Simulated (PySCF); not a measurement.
Isomers of C7H11FS2, mass 178.029 u with the commonest isotopes. Theory: PBE0/pcSseg-1 in PySCF (dipole) on a GFN2-xTB geometry, gas phase. One conformer each, none proved a minimum here; rigid rotors.

Question: Order these by rotational constant A, smallest first.
A. `[CH2:1]=[CH:2][CH2:3][C@:4]1([F:5])[CH2:6][CH2:7][S:8][CH2:9][S:10]1` with C1–C2–C3–C4 123°, C2–C3–C4–F5 60°, C3–C4–C6–C7 172°, C4–C6–C7–S8 70°, C6–C7–S8–C9 -62°, C7–S8–C9–S10 64°
B. `[CH3:1][S:2]/[C:3](=[CH:4]\[F:5])[C@@H:6]([CH3:7])[C:8]([CH3:9])=[S:10]` with C1–S2–C3–C4 -2°, S2–C3–C6–C7 120°, C3–C6–C8–C9 78°
C. `[CH2:1]=[C:2]([CH3:3])[C:4]1([F:5])[CH2:6][S:7][CH2:8][S:9][CH2:10]1` with C1–C2–C4–F5 -158°, C2–C4–C6–S7 -168°, C4–C6–S7–C8 74°, C6–S7–C8–S9 -28°, S7–C8–S9–C10 -31°

Answer: B (1497 MHz), C (1552 MHz), A (1868 MHz).

Question: Order these by dipole moment, smallest first.
A. `[CH3:1][S:2]/[C:3](=[CH:4]\[F:5])[C@@H:6]([CH3:7])[C:8]([CH3:9])=[S:10]` with C1–S2–C3–C4 -2°, S2–C3–C6–C7 120°, C3–C6–C8–C9 78°
B. `[CH2:1]=[C:2]([CH3:3])[C:4]1([F:5])[CH2:6][S:7][CH2:8][S:9][CH2:10]1` with C1–C2–C4–F5 -158°, C2–C4–C6–S7 -168°, C4–C6–S7–C8 74°, C6–S7–C8–S9 -28°, S7–C8–S9–C10 -31°
C. `[CH2:1]=[CH:2][CH2:3][C@:4]1([F:5])[CH2:6][CH2:7][S:8][CH2:9][S:10]1` with C1–C2–C3–C4 123°, C2–C3–C4–F5 60°, C3–C4–C6–C7 172°, C4–C6–C7–S8 70°, C6–C7–S8–C9 -62°, C7–S8–C9–S10 64°

Answer: B (1.27 D), C (1.69 D), A (2.31 D).

Question: Order these by out-of-plane moment Σ m c² = (Ia + Ib − Ic)/2, smallest first.
A. `[CH2:1]=[C:2]([CH3:3])[C:4]1([F:5])[CH2:6][S:7][CH2:8][S:9][CH2:10]1` with C1–C2–C4–F5 -158°, C2–C4–C6–S7 -168°, C4–C6–S7–C8 74°, C6–S7–C8–S9 -28°, S7–C8–S9–C10 -31°
B. `[CH3:1][S:2]/[C:3](=[CH:4]\[F:5])[C@@H:6]([CH3:7])[C:8]([CH3:9])=[S:10]` with C1–S2–C3–C4 -2°, S2–C3–C6–C7 120°, C3–C6–C8–C9 78°
C. `[CH2:1]=[CH:2][CH2:3][C@:4]1([F:5])[CH2:6][CH2:7][S:8][CH2:9][S:10]1` with C1–C2–C3–C4 123°, C2–C3–C4–F5 60°, C3–C4–C6–C7 172°, C4–C6–C7–S8 70°, C6–C7–S8–C9 -62°, C7–S8–C9–S10 64°

Answer: C (76.38 u·Å²), A (79.87 u·Å²), B (130.16 u·Å²).

```csv
SMILES,point group,Ia (u·Å²),Ib (u·Å²),Ic (u·Å²),κ,μa (D),μb (D),μc (D)
C=C(C)C1(F)CSCSC1,C1,325.61,624.80,790.65,-0.63,0.51,0.83,0.81
CS/C(=C\F)[C@@H](C)C(C)=S,C1,337.56,840.82,918.04,-0.89,1.80,1.44,0.06
C=CC[C@]1(F)CCSCS1,C1,270.56,785.01,902.82,-0.87,1.34,1.04,0.00
```
